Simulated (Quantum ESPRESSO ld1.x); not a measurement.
Species: Au3+. Configuration: [Xe] 4f14 5d8 (the NIST ground configuration). All-electron calculation, scalar-relativistic Kohn-Sham, PBE, spin-unpolarised, spherical densities, point nucleus. Program: ld1.x of Quantum ESPRESSO 7.5. Some entries of the table are withheld. Estimate them.

orbital,occ.,eigenvalue (eV),<r^2> (bohr^2)
1s,2,-80825.4,0.0003929
2s,2,(1),0.005992
2p,6,-12357.2,(2)
3s,2,-3400.98,0.03864
3p,6,-2840.28,0.03974
3d,10,-2242.01,0.03292
4s,2,-766.870,0.1869
4p,6,-583.055,0.2136
4d,10,-362.540,0.2427
5s,2,-144.655,(3)
4f,14,-117.737,0.3008
5p,6,-95.6801,1.273
5d,8,(4),2.379

Answer. 
(1) 2s eigenvalue (eV): -14290.7
(2) 2p <r^2> (bohr^2): 0.005047
(3) 5s <r^2> (bohr^2): 0.9568
(4) 5d eigenvalue (eV): -40.6282
